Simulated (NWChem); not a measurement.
System: CH$_{4}$ClFOSi; SMILES O[Si@@H](Cl)CF

Output (shortened):

```
             Northwest Computational Chemistry Package (NWChem) 7.3.0
             --------------------------------------------------------

 C1  symmetry detected

                             Geometry "geometry" -> ""
                             -------------------------

 Output coordinates in angstroms (scale by  1.889725989 to convert to a.u.)

  No.       Tag          Charge          X              Y              Z
 ---- ---------------- ---------- -------------- -------------- --------------
    1 O                    8.0000    -1.82988650     0.08934803    -0.26072175
    2 Si                  14.0000    -0.32429808    -0.05749560     0.39683491
    3 Cl                  17.0000     0.54039314    -1.88125438    -0.08771946
    4 C                    6.0000     0.90377579     1.22033238    -0.25852101
    5 F                    9.0000     0.45092930     2.49523866     0.00704946
    6 H                    1.0000    -1.91887943     0.08870709    -1.21840426
    7 H                    1.0000    -0.51360423     0.03063082     1.86123663
    8 H                    1.0000     1.89218441     1.07331104     0.21395818
    9 H                    1.0000     1.05186241     1.09968743    -1.34779345

 Effective nuclear repulsion energy (a.u.)     295.0475890554

                                 NWChem DFT Module
                                 -----------------

 Summary of "ao basis" -> "ao basis" (spherical)
 ------------------------------------------------------------------------------
       Tag                 Description            Shells   Functions and Types
 ---------------- ------------------------------  ------  ---------------------
 O                          def2-svp                 6       14   3s2p1d
 Si                         def2-svp                 8       18   4s3p1d
 Cl                         def2-svp                 8       18   4s3p1d
 C                          def2-svp                 6       14   3s2p1d
 F                          def2-svp                 6       14   3s2p1d
 H                          def2-svp                 3        5   2s1p

            General Information
            -------------------
          SCF calculation type: DFT
          Wavefunction type:  closed shell.
          No. of atoms     :     9
          No. of electrons :    58
           Alpha electrons :    29
            Beta electrons :    29
          Charge           :     0
          Spin multiplicity:     1
          Use of symmetry is: off; symmetry adaption is: off
          Maximum number of iterations: 150
          AO basis - number of functions:    98
                     number of shells:    46
          Convergence on energy requested:  1.00D-06
          Convergence on density requested:  1.00D-05
          Convergence on gradient requested:  5.00D-04

              XC Information
              --------------
                     Hartree-Fock (Exact) Exchange  1.000
                   CAM-Becke88 Exchange Functional  1.000
                      VWN V Correlation Functional  0.190 local
              Lee-Yang-Parr Correlation Functional  0.810

           Range-Separation Parameters
           ---------------------------
           Alpha           :  0.19
           Beta            :  0.46
           Gamma           :  0.33
           Short-Range HF  :     F

             Grid Information
             ----------------
          Grid used for XC integration:  medium
          Radial quadrature: Mura-Knowles
          Angular quadrature: Lebedev.
          Tag              B.-S. Rad. Rad. Pts. Rad. Cut. Ang. Pts.
          ---              ---------- --------- --------- ---------
          O                   0.60       49          10.0       434
          Si                  1.10       88           8.0       590
          Cl                  1.00       88          10.0       590
          C                   0.70       49          10.0       434
          F                   0.50       49          11.0       434
          H                   0.35       45          11.0       434
          Grid pruning is: on
          Number of quadrature shells:   503
          Spatial weights used:  Erf1

      Superposition of Atomic Density Guess
      -------------------------------------

 Sum of atomic energies:        -961.66765533

      Non-variational initial energy
      ------------------------------

 Total energy =    -963.256846
 1-e energy   =   -1917.691860
 2-e energy   =     659.387425
 HOMO         =      -0.331003
 LUMO         =       0.066849

     ---------------------------------------------
      Total Density - Mulliken Population Analysis
     ---------------------------------------------

    Atom       Charge   Shell Charges
 -----------   ------   -------------------------------------------------------
    1 O    8     8.76   1.99  1.10  0.63  3.10  1.94  0.00
    2 Si  14    12.88   2.00  1.99  0.94  0.13  5.93  0.94  0.67  0.28
    3 Cl  17    17.42   2.00  1.99  1.22  0.72  5.94  2.16  3.38  0.01
    4 C    6     5.90   1.99  0.94  0.28  1.77  0.89  0.05
    5 F    9     9.44   1.99  1.14  0.78  3.45  2.07  0.00
    6 H    1     0.65   0.52  0.07  0.06
    7 H    1     1.09   0.70  0.38  0.01
    8 H    1     0.92   0.68  0.21  0.02
    9 H    1     0.92   0.68  0.21  0.02

   convergence    iter        energy       DeltaE   RMS-Dens  Diis-err
 ---------------- ----- ----------------- --------- --------- ---------
 d= 0,ls=0.0,diis     1   -964.8016001494 -1.26D+03  1.19D-02  9.04D-01
 d= 0,ls=0.0,diis     2   -964.8079328222 -6.33D-03  5.68D-03  9.63D-01
 d= 0,ls=0.0,diis     3   -964.8966317831 -8.87D-02  1.05D-03  2.59D-02
 d= 0,ls=0.0,diis     4   -964.8987533257 -2.12D-03  3.78D-04  1.91D-03
 d= 0,ls=0.0,diis     5   -964.8989758834 -2.23D-04  8.26D-05  8.53D-05
  Resetting Diis
 d= 0,ls=0.0,diis     6   -964.8989854027 -9.52D-06  2.56D-05  1.27D-05
 d= 0,ls=0.0,diis     7   -964.8989865436 -1.14D-06  1.32D-05  1.21D-06
 d= 0,ls=0.0,diis     8   -964.8989865504 -6.85D-09  6.06D-06  1.42D-06

         Total DFT energy =     -964.898986550450
      One electron energy =    -1920.734260094033
           Coulomb energy =      735.969286995980
    Exchange-Corr. energy =      -75.181602507766
 Nuclear repulsion energy =      295.047589055369

 Numeric. integr. density =       57.999993792667

                       DFT Final Molecular Orbital Analysis
                       ------------------------------------

 Vector   27  Occ=2.000000D+00  E=-3.945631D-01
              MO Center=  6.1D-02, -9.8D-01, -3.8D-02, r^2= 3.6D+00
   Bfn.  Coefficient  Atom+Function         Bfn.  Coefficient  Atom+Function
  ----- ------------  ---------------      ----- ------------  ---------------
    45      0.466427  3 Cl pz                42      0.347221  3 Cl pz
     5      0.255023  1 O  py                43     -0.221204  3 Cl px
    39      0.202233  3 Cl pz                 8      0.192860  1 O  py
    40     -0.165674  3 Cl px                68      0.129025  5 F  px
     4      0.114942  1 O  px                85     -0.115059  7 H  s

 Vector   28  Occ=2.000000D+00  E=-3.867243D-01
              MO Center=  1.0D-01, -1.4D+00, -9.4D-02, r^2= 2.8D+00
   Bfn.  Coefficient  Atom+Function         Bfn.  Coefficient  Atom+Function
  ----- ------------  ---------------      ----- ------------  ---------------
    43      0.476269  3 Cl px                40      0.354129  3 Cl px
    45      0.316064  3 Cl pz                 5     -0.257613  1 O  py
    42      0.236255  3 Cl pz                37      0.205908  3 Cl px
     8     -0.191848  1 O  py                39      0.137321  3 Cl pz
     4      0.113516  1 O  px                 7      0.078004  1 O  px

 Vector   29  Occ=2.000000D+00  E=-3.594612D-01
              MO Center=  3.0D-01,  3.6D-01,  5.7D-02, r^2= 4.0D+00
   Bfn.  Coefficient  Atom+Function         Bfn.  Coefficient  Atom+Function
  ----- ------------  ---------------      ----- ------------  ---------------
    54      0.255380  4 C  px                53     -0.241848  4 C  s
    44      0.238441  3 Cl py                68      0.234054  5 F  px
    45     -0.197441  3 Cl pz                55      0.186633  4 C  py
    71     -0.174244  5 F  px                41      0.168454  3 Cl py
    69      0.165036  5 F  py                84      0.162834  7 H  s

 Vector   30  Occ=0.000000D+00  E= 6.771842D-02
              MO Center= -9.1D-01,  2.9D-01, -6.4D-01, r^2= 4.6D+00
   Bfn.  Coefficient  Atom+Function         Bfn.  Coefficient  Atom+Function
  ----- ------------  ---------------      ----- ------------  ---------------
     3      0.839643  1 O  s                 80     -0.800138  6 H  s
    25      0.491847  2 Si px                53      0.459325  4 C  s
    95     -0.378614  9 H  s                 90     -0.373729  8 H  s
    18     -0.291134  2 Si s                 26     -0.234994  2 Si py
    58     -0.225213  4 C  py                 9     -0.210093  1 O  pz

 Vector   31  Occ=0.000000D+00  E= 8.420413D-02
              MO Center= -2.2D-01, -2.7D-02,  8.9D-02, r^2= 4.1D+00
   Bfn.  Coefficient  Atom+Function         Bfn.  Coefficient  Atom+Function
  ----- ------------  ---------------      ----- ------------  ---------------
    26      0.841700  2 Si py                36      0.440408  3 Cl s
    44      0.433691  3 Cl py                80     -0.363408  6 H  s
    58      0.331008  4 C  py                67     -0.282913  5 F  s
     3      0.279494  1 O  s                 23      0.280405  2 Si py
    18     -0.273892  2 Si s                 43     -0.255942  3 Cl px

 Vector   32  Occ=0.000000D+00  E= 1.012470D-01
              MO Center=  8.9D-01,  4.1D-01, -1.0D-01, r^2= 5.1D+00
   Bfn.  Coefficient  Atom+Function         Bfn.  Coefficient  Atom+Function
  ----- ------------  ---------------      ----- ------------  ---------------
    53      2.159681  4 C  s                 95     -1.228507  9 H  s
    25     -0.994523  2 Si px                18     -0.965698  2 Si s
    90     -0.797103  8 H  s                 58     -0.418744  4 C  py
    85      0.379433  7 H  s                 36      0.281629  3 Cl s
    44      0.240489  3 Cl py                59     -0.219591  4 C  pz

     ---------------------------------------------
      Total Density - Mulliken Population Analysis
     ---------------------------------------------

    Atom       Charge   Shell Charges
 -----------   ------   -------------------------------------------------------
    1 O    8     8.37   1.99  1.07  0.63  2.91  1.77  0.01
    2 Si  14    13.33   2.00  1.98  1.03  0.04  5.93  1.23  0.72  0.40
    3 Cl  17    17.28   2.00  1.98  1.25  0.70  5.93  2.18  3.22  0.02
    4 C    6     5.95   1.99  0.91  0.19  2.04  0.75  0.06
    5 F    9     9.27   1.99  1.12  0.80  3.35  2.00  0.01
    6 H    1     0.80   0.67  0.07  0.07
    7 H    1     1.09   0.74  0.34  0.01
    8 H    1     0.95   0.74  0.19  0.02
    9 H    1     0.96   0.74  0.20  0.02

     -------------------------------------------
      Total Density - Lowdin Population Analysis
     -------------------------------------------

    Atom       Charge   Shell Charges
 -----------   ------   -------------------------------------------------------
    1 O    8     8.20   1.97  0.87  0.59  2.73  2.02  0.01
    2 Si  14    13.54   2.00  1.93  0.65  0.31  5.81  1.26  0.98  0.61
    3 Cl  17    17.09   2.00  1.95  1.04  0.80  5.82  2.29  3.16  0.02
    4 C    6     6.06   1.96  0.61  0.34  1.84  1.18  0.13
    5 F    9     9.15   1.98  1.01  0.75  3.23  2.16  0.01
    6 H    1     0.91   0.55  0.18  0.18
    7 H    1     1.09   0.65  0.42  0.02
    8 H    1     0.97   0.64  0.27  0.07
    9 H    1     0.98   0.64  0.27  0.07

     Multipole analysis of the density
     ---------------------------------

     L   x y z        total         alpha         beta         nuclear
     -   - - -        -----         -----         ----         -------
     0   0 0 0     -0.000000    -29.000000    -29.000000     58.000000

     1   1 0 0      0.205011      0.102505      0.102505     -0.000000
     1   0 1 0     -0.059128     -0.029564     -0.029564     -0.000000
     1   0 0 1     -0.568088     -0.284044     -0.284044      0.000000

     2   2 0 0    -31.875667   -102.693681   -102.693681    173.511695
     2   1 1 0      0.712206     -2.172705     -2.172705      5.057615
     2   1 0 1      2.080585      0.674070      0.674070      0.732445
     2   0 2 0    -37.502150   -246.614401   -246.614401    455.726652
     2   0 1 1     -0.496653      1.070395      1.070395     -2.637443
     2   0 0 2    -28.975419    -32.506925    -32.506925     36.038431
```

Level: CAM-B3LYP/def2-SVP. All runs use the structure optimised with PBE0/def2-SVP.

Q: Which NWChem input produces such a log?

A: Several could match; the one computed here: the input that was run:
```
start job
memory heap 200 mb stack 900 mb global 1100 mb
geometry units angstroms noautoz
  O     -1.841152     0.253453    -0.036673
  Si    -0.294336     0.022471     0.487491
  Cl     0.481045    -1.773939    -0.205528
  C      0.914407     1.323011    -0.159067
  F      0.517915     2.581527     0.240827
  H     -2.002920     0.331998    -0.981521
  H     -0.368927    -0.003969     1.964587
  H      1.931619     1.117636     0.221596
  H      0.975645     1.287624    -1.262696
end
basis spherical
  * library def2-svp
end
dft
  xc xcamb88 1.00 lyp 0.81 vwn_5 0.19 hfexch 1.00
  cam 0.33 cam_alpha 0.19 cam_beta 0.46
  iterations 150
  mulliken
end
task dft energy
```
